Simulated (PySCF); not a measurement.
Relaxation of doublet NbF₄

These are results of PySCF, UB3LYP, basis Nb def2-SVP with ECP28, F def2-SVP (scalar-relativistic core potentials, no spin–orbit coupling, density fitting), not measurements. A (50,194) grid was used.

A start displaced from a saddle point along its imaginary mode, of D2 symmetry, held to at least that symmetry:

Coordinates in bohr (charge 0 multiplicity 2):
```
Nb    0.0000    0.0000    0.0000
F     2.6779   -0.2269    2.3211
F    -2.6779    0.2268    2.3211
F    -0.2267    2.6779   -2.3210
F     0.2267   -2.6779   -2.3211
```

At each step, columns x, y, z (Å) and Fx, Fy, Fz (eV/Å):

```
step 0  E − E(last) = 12.07 kJ/mol
Nb   0.000   0.000   0.000   0.000   0.000   0.001
F    1.417  -0.120   1.228  -0.168  -0.198  -0.189
F   -1.417   0.120   1.228   0.168   0.198  -0.189
F   -0.120   1.417  -1.228  -0.198  -0.167   0.189
F    0.120  -1.417  -1.228   0.198   0.167   0.189
step 1  E − E(last) = 8.77 kJ/mol
Nb   0.000   0.000   0.000   0.000   0.000   0.000
F    1.411  -0.154   1.219  -0.013  -0.220  -0.056
F   -1.411   0.154   1.219   0.013   0.220  -0.056
F   -0.154   1.411  -1.219  -0.220  -0.013   0.056
F    0.154  -1.411  -1.219   0.220   0.013   0.056
step 2  E − E(last) = 0.64 kJ/mol
Nb   0.000   0.000   0.000   0.000   0.000   0.000
F    1.395  -0.351   1.181   0.084   0.032   0.164
F   -1.395   0.351   1.181  -0.084  -0.033   0.164
F   -0.351   1.395  -1.181   0.032   0.084  -0.164
F    0.351  -1.395  -1.181  -0.033  -0.084  -0.164
step 3  E − E(last) = 0.11 kJ/mol
Nb   0.000   0.000   0.000   0.000   0.000   0.000
F    1.396  -0.310   1.195   0.045  -0.038   0.058
F   -1.396   0.310   1.195  -0.045   0.037   0.058
F   -0.310   1.396  -1.195  -0.038   0.045  -0.058
F    0.310  -1.396  -1.195   0.037  -0.045  -0.058
step 4  E − E(last) = 0.01 kJ/mol
Nb   0.000   0.000   0.000   0.000   0.000   0.000
F    1.394  -0.321   1.197   0.005  -0.009   0.023
F   -1.394   0.321   1.197  -0.005   0.009   0.022
F   -0.321   1.394  -1.197  -0.009   0.006  -0.023
F    0.321  -1.394  -1.197   0.009  -0.005  -0.022
step 5  E − E(last) = 0.00 kJ/mol
Nb   0.000   0.000   0.000   0.000   0.000   0.000
F    1.392  -0.325   1.200  -0.013   0.002  -0.002
F   -1.392   0.325   1.200   0.013  -0.002  -0.002
F   -0.325   1.392  -1.200   0.002  -0.013   0.002
F    0.325  -1.392  -1.200  -0.002   0.013   0.002
step 6  E − E(last) = 0.00 kJ/mol
Nb   0.000   0.000   0.000   0.000   0.000   0.000
F    1.390  -0.326   1.201  -0.010   0.002  -0.004
F   -1.390   0.326   1.201   0.010  -0.002  -0.004
F   -0.326   1.390  -1.201   0.002  -0.010   0.004
F    0.326  -1.390  -1.201  -0.002   0.010   0.004
```

It ends at D2d with Nb–F 1.866 Å (×4); F–Nb–F 99.2° (×4), F–Nb–F 132.9° (×2) (after a last refinement on a finer grid). The frequency run here used a shortcut that can spoil soft modes, so no verdict on minimum or saddle point is given.

Other spin states or occupations of the open shell can lie lower.
